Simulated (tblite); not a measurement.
Record of a relaxation.

Species: C6H5N2 (doublet state).
Numbering: `[CH:1]#[C:2][c:3]1[c:4][n:5][n:6]([CH3:7])[cH:8]1` (hydrogens: H9 on C1; H10, H11, H12 on C7; H13 on C8)
Bond orders are those of one Lewis drawing.

Computed with GFN2-xTB (tblite), gas phase: L-BFGS steps from a force-field or distance-geometry start until the largest atomic force falls under 0.01 eV/Å. 12 of its 39 geometries are shown.

Step 0: E = -572.3845 eV, largest atomic force 4.078 eV/Å
```
atom  x, y, z in Å  |  force x, y, z in eV/Å
C1      3.510    0.980   -0.525   -1.140  -0.572  -0.043
C2      2.416    0.445   -0.545    1.055   0.301   0.027
C3      1.149   -0.217   -0.545    1.962   1.246   0.001
C4      0.814   -1.468   -1.032   -3.939   0.118   1.048
N5     -0.526   -1.645   -0.807    1.797  -0.521  -0.780
N6     -1.019   -0.550   -0.244    1.059   1.399   0.259
C7     -2.380   -0.264    0.163   -0.519   0.286   0.016
C8     -0.008    0.365   -0.055   -0.985  -0.343   0.057
H9      4.466    1.450   -0.521   -0.579  -0.256  -0.004
H10    -3.131   -0.671   -0.551    0.630  -0.160   0.572
H11    -2.580    0.843    0.174    0.578  -0.862  -0.094
H12    -2.558   -0.612    1.207   -0.003  -0.080  -0.784
H13    -0.159    1.343    0.402    0.083  -0.557  -0.274
```

Step 3: E = -572.7099 eV, largest atomic force 0.659 eV/Å
```
atom  x, y, z in Å  |  force x, y, z in eV/Å
C1      3.508    0.978   -0.526   -0.582  -0.308  -0.026
C2      2.428    0.441   -0.545    0.456   0.033  -0.016
C3      1.173   -0.188   -0.542    0.265   0.122  -0.049
C4      0.746   -1.447   -1.003   -0.456   0.043   0.191
N5     -0.519   -1.652   -0.818   -0.283   0.362   0.110
N6     -1.015   -0.525   -0.239    0.351   0.272  -0.049
C7     -2.382   -0.258    0.162    0.173  -0.061  -0.043
C8     -0.001    0.363   -0.058   -0.467   0.029   0.076
H9      4.445    1.441   -0.521    0.088   0.059  -0.002
H10    -3.110   -0.680   -0.534    0.255  -0.280   0.100
H11    -2.561    0.820    0.171    0.252  -0.004  -0.059
H12    -2.559   -0.617    1.182   -0.057  -0.196  -0.187
H13    -0.158    1.326    0.394    0.006  -0.072  -0.046
```

Step 7: E = -572.7642 eV, largest atomic force 0.255 eV/Å
```
atom  x, y, z in Å  |  force x, y, z in eV/Å
C1      3.503    0.972   -0.529   -0.055  -0.057  -0.014
C2      2.437    0.417   -0.549    0.034  -0.045  -0.010
C3      1.169   -0.182   -0.542   -0.011  -0.090   0.012
C4      0.710   -1.437   -0.982    0.073  -0.091  -0.098
N5     -0.561   -1.617   -0.808    0.064  -0.063  -0.034
N6     -1.011   -0.493   -0.238   -0.058   0.026   0.034
C7     -2.365   -0.259    0.158   -0.163   0.037   0.061
C8     -0.005    0.380   -0.056    0.110   0.185   0.028
H9      4.441    1.441   -0.522   -0.027  -0.025  -0.007
H10    -3.070   -0.724   -0.527    0.091  -0.099  -0.146
H11    -2.527    0.817    0.163   -0.103   0.052   0.012
H12    -2.563   -0.648    1.159    0.046  -0.072   0.080
H13    -0.162    1.333    0.395   -0.001   0.241   0.083
```

Step 10: E = -572.7746 eV, largest atomic force 0.204 eV/Å
```
atom  x, y, z in Å  |  force x, y, z in eV/Å
C1      3.500    0.966   -0.532    0.001  -0.034  -0.010
C2      2.438    0.403   -0.551    0.002  -0.030  -0.005
C3      1.166   -0.187   -0.541    0.017   0.056   0.027
C4      0.706   -1.441   -0.985   -0.024   0.096   0.024
N5     -0.565   -1.609   -0.807   -0.007   0.062   0.038
N6     -1.011   -0.480   -0.234    0.049   0.030   0.025
C7     -2.372   -0.258    0.161    0.059  -0.036  -0.022
C8      0.000    0.397   -0.054   -0.022  -0.035   0.007
H9      4.437    1.438   -0.523   -0.028  -0.035  -0.011
H10    -3.050   -0.744   -0.539    0.048   0.022  -0.035
H11    -2.533    0.821    0.163   -0.186  -0.075   0.036
H12    -2.560   -0.662    1.161    0.007   0.024  -0.015
H13    -0.161    1.357    0.402    0.084  -0.046  -0.059
```

Step 14: E = -572.7847 eV, largest atomic force 0.114 eV/Å
```
atom  x, y, z in Å  |  force x, y, z in eV/Å
C1      3.499    0.952   -0.537    0.081   0.023   0.000
C2      2.442    0.384   -0.553    0.010   0.070   0.019
C3      1.166   -0.182   -0.534   -0.010  -0.013  -0.040
C4      0.698   -1.427   -0.985   -0.015  -0.055   0.018
N5     -0.572   -1.589   -0.798   -0.030   0.006  -0.008
N6     -1.007   -0.458   -0.223   -0.034   0.022  -0.004
C7     -2.372   -0.264    0.161   -0.042   0.008   0.003
C8      0.006    0.412   -0.047    0.018  -0.012   0.021
H9      4.431    1.427   -0.528    0.112   0.006  -0.019
H10    -3.016   -0.762   -0.561   -0.030  -0.031   0.042
H11    -2.587    0.805    0.171   -0.042  -0.016  -0.007
H12    -2.555   -0.674    1.158   -0.044  -0.037  -0.035
H13    -0.138    1.377    0.397    0.027   0.029   0.010
```

Step 17: E = -572.7885 eV, largest atomic force 0.096 eV/Å
```
atom  x, y, z in Å  |  force x, y, z in eV/Å
C1      3.510    0.948   -0.539   -0.045  -0.039  -0.005
C2      2.447    0.389   -0.552    0.067   0.068  -0.005
C3      1.166   -0.180   -0.537    0.066   0.012   0.028
C4      0.692   -1.427   -0.980    0.013   0.039   0.003
N5     -0.580   -1.579   -0.795    0.017  -0.032  -0.011
N6     -1.010   -0.446   -0.219    0.015   0.000  -0.016
C7     -2.376   -0.265    0.161   -0.057  -0.006   0.011
C8      0.010    0.416   -0.041    0.023   0.030  -0.031
H9      4.446    1.422   -0.533   -0.006  -0.050  -0.013
H10    -3.008   -0.774   -0.563   -0.063  -0.050  -0.021
H11    -2.616    0.796    0.174   -0.001   0.051  -0.014
H12    -2.562   -0.684    1.151   -0.032  -0.045   0.047
H13    -0.124    1.385    0.395    0.002   0.023   0.027
```

Step 21: E = -572.7904 eV, largest atomic force 0.058 eV/Å
```
atom  x, y, z in Å  |  force x, y, z in eV/Å
C1      3.518    0.945   -0.541    0.034   0.004  -0.005
C2      2.449    0.396   -0.552   -0.041  -0.025   0.004
C3      1.171   -0.176   -0.533   -0.049   0.030   0.006
C4      0.693   -1.421   -0.978    0.020   0.008   0.003
N5     -0.578   -1.575   -0.794    0.020   0.022   0.005
N6     -1.011   -0.441   -0.220   -0.015  -0.003   0.001
C7     -2.384   -0.268    0.161    0.026  -0.014  -0.012
C8      0.012    0.421   -0.043   -0.039   0.013   0.012
H9      4.455    1.413   -0.538    0.029  -0.023  -0.013
H10    -3.014   -0.784   -0.564    0.014   0.012   0.025
H11    -2.630    0.794    0.173    0.014  -0.049  -0.004
H12    -2.569   -0.693    1.152    0.006   0.017  -0.033
H13    -0.117    1.390    0.398   -0.017   0.008   0.012
```

Step 24: E = -572.7917 eV, largest atomic force 0.075 eV/Å
```
atom  x, y, z in Å  |  force x, y, z in eV/Å
C1      3.523    0.939   -0.544   -0.017  -0.021  -0.006
C2      2.450    0.400   -0.551    0.024   0.044   0.030
C3      1.168   -0.165   -0.527    0.001   0.019  -0.042
C4      0.697   -1.411   -0.975   -0.011  -0.009   0.011
N5     -0.573   -1.568   -0.792   -0.015  -0.036  -0.018
N6     -1.013   -0.436   -0.220    0.016  -0.019  -0.002
C7     -2.386   -0.274    0.159    0.003  -0.002  -0.002
C8      0.006    0.430   -0.044    0.009   0.000   0.042
H9      4.466    1.397   -0.545    0.014  -0.029  -0.015
H10    -3.016   -0.794   -0.561    0.016   0.002  -0.027
H11    -2.637    0.786    0.170   -0.010   0.003  -0.001
H12    -2.574   -0.700    1.148    0.032   0.009   0.014
H13    -0.115    1.397    0.403   -0.062   0.038   0.017
```

Step 28: E = -572.7944 eV, largest atomic force 0.120 eV/Å
```
atom  x, y, z in Å  |  force x, y, z in eV/Å
C1      3.537    0.923   -0.552    0.017  -0.002  -0.005
C2      2.448    0.417   -0.542   -0.017   0.031  -0.006
C3      1.162   -0.137   -0.524    0.023  -0.020   0.051
C4      0.706   -1.392   -0.967    0.000   0.029  -0.028
N5     -0.564   -1.561   -0.792    0.008   0.055   0.025
N6     -1.014   -0.433   -0.220   -0.012   0.026   0.025
C7     -2.390   -0.285    0.155   -0.016   0.021   0.015
C8     -0.004    0.446   -0.033    0.003  -0.031  -0.028
H9      4.492    1.355   -0.564    0.007  -0.017  -0.001
H10    -3.015   -0.810   -0.566    0.036  -0.017  -0.016
H11    -2.653    0.771    0.165   -0.006   0.038  -0.005
H12    -2.573   -0.708    1.146    0.015  -0.016   0.017
H13    -0.136    1.414    0.416   -0.057  -0.096  -0.045
```

Step 31: E = -572.7965 eV, largest atomic force 0.056 eV/Å
```
atom  x, y, z in Å  |  force x, y, z in eV/Å
C1      3.550    0.909   -0.560    0.018   0.002  -0.002
C2      2.445    0.439   -0.534   -0.008  -0.005  -0.017
C3      1.160   -0.116   -0.516   -0.009  -0.020   0.043
C4      0.712   -1.372   -0.964    0.002  -0.004  -0.024
N5     -0.556   -1.551   -0.790    0.001  -0.004  -0.012
N6     -1.016   -0.428   -0.217   -0.008  -0.009  -0.002
C7     -2.394   -0.292    0.154    0.017   0.014   0.006
C8     -0.012    0.456   -0.028   -0.020   0.003  -0.011
H9      4.515    1.317   -0.581    0.020   0.010   0.004
H10    -3.009   -0.826   -0.572    0.039   0.008   0.039
H11    -2.666    0.763    0.160   -0.012  -0.012   0.007
H12    -2.569   -0.717    1.147   -0.023   0.010  -0.027
H13    -0.164    1.417    0.422   -0.017   0.006  -0.004
```

Step 35: E = -572.7969 eV, largest atomic force 0.013 eV/Å
```
atom  x, y, z in Å  |  force x, y, z in eV/Å
C1      3.552    0.907   -0.560   -0.002  -0.004   0.001
C2      2.445    0.440   -0.535    0.008  -0.004   0.001
C3      1.160   -0.115   -0.512    0.005   0.004  -0.006
C4      0.712   -1.370   -0.966    0.003   0.003   0.002
N5     -0.556   -1.550   -0.792    0.002   0.005  -0.008
N6     -1.016   -0.427   -0.217    0.003   0.002  -0.001
C7     -2.393   -0.291    0.155   -0.002  -0.003   0.001
C8     -0.013    0.457   -0.028    0.005  -0.002   0.006
H9      4.518    1.314   -0.582   -0.004   0.001   0.000
H10    -3.004   -0.828   -0.570   -0.005  -0.007  -0.001
H11    -2.670    0.762    0.160    0.000   0.001   0.001
H12    -2.571   -0.717    1.146   -0.008   0.005   0.009
H13    -0.169    1.419    0.421   -0.005  -0.001  -0.005
```

Step 38: E = -572.7969 eV, largest atomic force 0.007 eV/Å
```
atom  x, y, z in Å  |  force x, y, z in eV/Å
C1      3.553    0.906   -0.561    0.006   0.001   0.001
C2      2.446    0.441   -0.535   -0.004  -0.005   0.002
C3      1.160   -0.114   -0.512   -0.004   0.000   0.000
C4      0.713   -1.368   -0.966    0.000   0.001  -0.005
N5     -0.555   -1.549   -0.793    0.001   0.006   0.001
N6     -1.015   -0.428   -0.217   -0.005   0.001   0.004
C7     -2.393   -0.292    0.155   -0.003  -0.001   0.000
C8     -0.013    0.457   -0.027   -0.002  -0.002   0.000
H9      4.519    1.312   -0.583    0.003   0.003   0.000
H10    -3.004   -0.829   -0.570    0.001  -0.002   0.003
H11    -2.670    0.762    0.160    0.002  -0.004  -0.003
H12    -2.573   -0.717    1.146    0.002   0.004  -0.001
H13    -0.171    1.419    0.421    0.001  -0.003  -0.002
```

**Question.** Summarise the path.

**Answer.** The energy falls by 39.79 kJ/mol from step 0 to step 38; nine tenths of that is first reached at step 6. It rises by more than 0.2 meV at step 2. The largest force goes from 4.078 to 0.007 eV/Å. Among the bonds C4–N5 changes most, from 1.370 to 1.293 Å; the atoms move by 0.119 Å rms after alignment.

**Question.** Follow the three bonds and two angles with the largest change from start to end.

**Answer.** 
```
step  E above end (kJ/mol)  largest force (eV/Å)  C4–N5 (Å)  C7–H11 (Å)  C2–C3 (Å)  N5–N6–C7 (°)  C7–N6–C8 (°)
   0                 39.79                 4.078      1.370       1.125      1.429         129.2         121.3
   2                 18.01                 3.859      1.268       1.094      1.378         128.0         122.8
   3                  8.40                 0.659      1.295       1.093      1.404         127.9         123.1
   5                  5.03                 0.493      1.295       1.090      1.401         126.4         123.6
   7                  3.15                 0.255      1.295       1.088      1.402         125.0         124.4
   8                  2.61                 0.183      1.295       1.089      1.403         124.6         124.7
  10                  2.15                 0.204      1.294       1.091      1.402         124.2         125.0
  12                  1.57                 0.174      1.294       1.092      1.398         123.5         125.7
  13                  1.32                 0.153      1.294       1.091      1.396         123.0         126.1
  15                  1.06                 0.117      1.294       1.089      1.397         122.4         126.7
  17                  0.82                 0.096      1.294       1.088      1.401         121.8         127.4
  18                  0.74                 0.061      1.294       1.089      1.402         121.7         127.6
  20                  0.67                 0.053      1.294       1.090      1.401         121.6         127.8
  21                  0.63                 0.058      1.293       1.091      1.401         121.6         127.8
  23                  0.55                 0.069      1.293       1.090      1.400         121.5         128.0
  25                  0.46                 0.074      1.293       1.088      1.401         121.4         128.0
  26                  0.40                 0.083      1.293       1.088      1.401         121.4         128.0
  28                  0.24                 0.120      1.293       1.088      1.401         121.3         127.9
  30                  0.08                 0.073      1.293       1.090      1.400         121.3         128.0
  31                  0.04                 0.056      1.293       1.090      1.400         121.3         128.0
  33                  0.01                 0.029      1.293       1.089      1.400         121.3         128.0
  35                  0.00                 0.013      1.293       1.089      1.401         121.3         128.0
  36                  0.00                 0.012      1.293       1.089      1.401         121.3         127.9
  38                  0.00                 0.007      1.293       1.089      1.400         121.3         127.9
```

What follows is the cost of the whole relaxation. The run took 0.19 s of wall time on one thread, Arm Neoverse V1 (aarch64), on a shared host.
